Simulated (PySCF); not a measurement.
A species of formula C3H2F6 has this rotational fingerprint, computed with PBE0-D3(BJ)/def2-SVP geometry optimisation, gas phase (PySCF):

- Rotational constants: A = 2934, B = 1071, C = 1055 MHz
- Dipole components: |μa| = 0.00 D, |μb| = 0.01 D, |μc| = 1.91 D
- Inertial defect: -165.32 u·Å²
- κ: -0.98

Question: Which candidate fits, each taken in the one conformer that was computed?
A. CF3CH2CF3, `FC(CC(F)(F)F)(F)F`
B. `[F:1][CH2:2][C:3]([F:4])([F:5])[C:6]([F:7])([F:8])[F:9]` with F1–C2–C3–F4 177°

Answer: A. It is FC(F)(F)CC(F)(F)F. The candidates at the same level (rigid rotor, commonest isotopes):

| SMILES | A (MHz) | B (MHz) | C (MHz) | μa (D) | μb (D) | μc (D) | Δ (u·Å²) | point group | rotor |
| --- | --- | --- | --- | --- | --- | --- | --- | --- | --- |
| FCC(F)(F)C(F)(F)F | 2065 | 1557 | 1315 | 1.16 | 0.59 | 1.34 | -184.83 | C1 | asymmetric top |
| FC(F)(F)CC(F)(F)F | 2934 | 1071 | 1055 | 0.00 | 0.01 | 1.91 | -165.32 | – | – |

`FCC(F)(F)C(F)(F)F` has B 45 % too high. No structure here is proved a minimum.
